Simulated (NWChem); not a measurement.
System: CH4AlClO; SMILES [Cl][AlH][O]C

The following NWChem deck was run.

```
start job
memory heap 200 mb stack 900 mb global 1100 mb
geometry units angstroms noautoz
  Al    -0.855586     0.268518     0.000637
  H     -2.299911     0.801890     0.287882
  Cl     0.701033     1.566531    -0.566330
  O     -0.543511    -1.379053     0.149164
  C      0.472956    -2.318697     0.024534
  H      1.435609    -1.867785    -0.277821
  H      0.631931    -2.844414     0.982119
  H      0.204703    -3.079627    -0.728888
end
basis spherical
  * library def2-tzvp
end
dft
  xc m06
  iterations 150
  mulliken
end
task dft energy
```

Excerpt of the output:

```
             Northwest Computational Chemistry Package (NWChem) 7.3.0
             --------------------------------------------------------

 CS  symmetry detected

                             Geometry "geometry" -> ""
                             -------------------------

 Output coordinates in angstroms (scale by  1.889725989 to convert to a.u.)

  No.       Tag          Charge          X              Y              Z
 ---- ---------------- ---------- -------------- -------------- --------------
    1 Al                  13.0000    -0.90003889     0.13272405     0.00000000
    2 H                    1.0000    -2.44854362     0.36767759     0.00000000
    3 Cl                  17.0000     0.45435359     1.74361606     0.00000000
    4 O                    8.0000    -0.30813270    -1.44321641     0.00000000
    5 C                    6.0000     0.87641594    -2.17020553     0.00000000
    6 H                    1.0000     1.77310289    -1.52414556     0.00000000
    7 H                    1.0000     0.92925058    -2.82172658     0.88957769
    8 H                    1.0000     0.92925058    -2.82172658    -0.88957769

 Effective nuclear repulsion energy (a.u.)     194.2939907138

      Symmetry information
      --------------------

 Group name             Cs
 Group number              2
 Group order               2
 No. of unique centers     7

                                 NWChem DFT Module
                                 -----------------

 Summary of "ao basis" -> "ao basis" (spherical)
 ------------------------------------------------------------------------------
       Tag                 Description            Shells   Functions and Types
 ---------------- ------------------------------  ------  ---------------------
 Al                        def2-tzvp                13       37   5s5p2d1f
 H                         def2-tzvp                 4        6   3s1p
 Cl                        def2-tzvp                13       37   5s5p2d1f
 O                         def2-tzvp                11       31   5s3p2d1f
 C                         def2-tzvp                11       31   5s3p2d1f

      Symmetry analysis of basis
      --------------------------

        a'        108
        a"         52

            General Information
            -------------------
          SCF calculation type: DFT
          Wavefunction type:  closed shell.
          No. of atoms     :     8
          No. of electrons :    48
           Alpha electrons :    24
            Beta electrons :    24
          Charge           :     0
          Spin multiplicity:     1
          Use of symmetry is: on ; symmetry adaption is: on
          Maximum number of iterations: 150
          AO basis - number of functions:   160
                     number of shells:    64
          Convergence on energy requested:  1.00D-06
          Convergence on density requested:  1.00D-05
          Convergence on gradient requested:  5.00D-04

              XC Information
              --------------
                          M06 Method XC Functional
                     Hartree-Fock (Exact) Exchange  0.270
                           M06 Exchange Functional  1.000
                         M06 Correlation Potential  1.000

             Grid Information
             ----------------
          Grid used for XC integration:  medium
          Radial quadrature: Mura-Knowles
          Angular quadrature: Lebedev.
          Tag              B.-S. Rad. Rad. Pts. Rad. Cut. Ang. Pts.
          ---              ---------- --------- --------- ---------
          Al                  1.25       88          11.0       590
          H                   0.35       45          12.0       434
          Cl                  1.00       88          12.0       590
          O                   0.60       49          10.0       434
          C                   0.70       49          12.0       434
          Grid pruning is: on
          Number of quadrature shells:   409
          Spatial weights used:  Erf1

      Superposition of Atomic Density Guess
      -------------------------------------

 Sum of atomic energies:        -815.80738473

      Non-variational initial energy
      ------------------------------

 Total energy =    -817.036966
 1-e energy   =   -1513.534353
 2-e energy   =     502.203396
 HOMO         =      -0.395229
 LUMO         =       0.003977

      Symmetry analysis of molecular orbitals - initial
      -------------------------------------------------

  Numbering of irreducible representations:

     1 a'          2 a"

  Orbital symmetries:

     1 a'          2 a'          3 a'          4 a'          5 a'
     6 a'          7 a'          8 a"          9 a'         10 a'
    11 a'         12 a"         13 a'         14 a'         15 a'
    16 a'         17 a'         18 a"         19 a'         20 a'
    21 a"         22 a'         23 a'         24 a"         25 a'
    26 a"         27 a'         28 a'         29 a'         30 a'
    31 a"         32 a'         33 a'         34 a"

     ---------------------------------------------
      Total Density - Mulliken Population Analysis
     ---------------------------------------------

    Atom       Charge   Shell Charges
 -----------   ------   -------------------------------------------------------
    1 Al  13    12.02   2.00  0.65  1.33  0.73  0.26  2.91  2.28  0.82  0.61  0.15  0.15  0.08  0.06
    2 H    1     1.08   0.21  0.53  0.34  0.00
    3 Cl  17    17.45   2.01  0.45  1.52  1.11  0.83  4.19  1.69  1.12  2.98  1.54  0.00  0.01  0.00
    4 O    8     8.69   0.79  1.18  0.58  0.96  0.21  2.04  2.22  0.67  0.00  0.02  0.00
    5 C    6     6.17   0.86  1.12  0.53  0.65  0.13  1.13  1.28  0.36  0.02  0.08  0.01
    6 H    1     0.86   0.25  0.45  0.15  0.02
    7 H    1     0.86   0.25  0.46  0.14  0.02
    8 H    1     0.86   0.25  0.46  0.14  0.02

[...]
```

Level: M06/def2-TZVP. All runs use the structure optimised with PBE0/def2-SVP.
